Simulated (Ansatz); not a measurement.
`C[SiH2][CH2][AlH][F]`. The species carries charge 0 and has multiplicity 1. The geometry is a stationary point of PBE0-D4/def2-TZVP. It is one conformer, not always the lowest.

```xyz
13

C    -1.185    1.224   -0.795
Si   -0.212   -0.348   -1.090
C     0.232   -1.177    0.528
Al    1.380   -0.133    1.679
F     3.002   -0.450    1.668
H    -0.614    1.950   -0.209
H    -1.454    1.698   -1.741
H    -2.110    1.012   -0.251
H     1.042   -0.017   -1.829
H    -1.008   -1.264   -1.957
H    -0.704   -1.395    1.057
H     0.725   -2.130    0.307
H     0.906    1.031    2.634
```

(1) What is the dipole moment at PBE/def2-TZVPP? (Best estimate.)

(2) And with r2SCAN, B3LYP, ωB97M-V? (An estimate is asked.)

(3) Give the Mulliken charges with PBE, B3LYP, ωB97M-V in def2-TZVPP. (An estimate is asked.)

## Answers

(1) The calculation gave: 2.01 D, with components (-2.00, -0.07, 0.15) D in this frame, pointing from negative to positive charge.

(2) The calculation gave: r2SCAN 2.02 D, B3LYP 2.05 D, ωB97M-V 2.02 D.

(3) Ansatz gave: 
```csv
atom,PBE,B3LYP,ωB97M-V
C1,-0.36,-0.38,-0.44
Si2,0.20,0.29,0.23
C3,-0.33,-0.38,-0.49
Al4,0.54,0.63,0.62
F5,-0.32,-0.36,-0.35
H6,0.10,0.09,0.11
H7,0.11,0.10,0.12
H8,0.10,0.10,0.12
H9,-0.07,-0.08,-0.03
H10,-0.07,-0.09,-0.04
H11,0.10,0.10,0.12
H12,0.11,0.11,0.13
H13,-0.12,-0.14,-0.11
```

B3LYP here is the variant with VWN-RPA as its local correlation; programs differ in this.
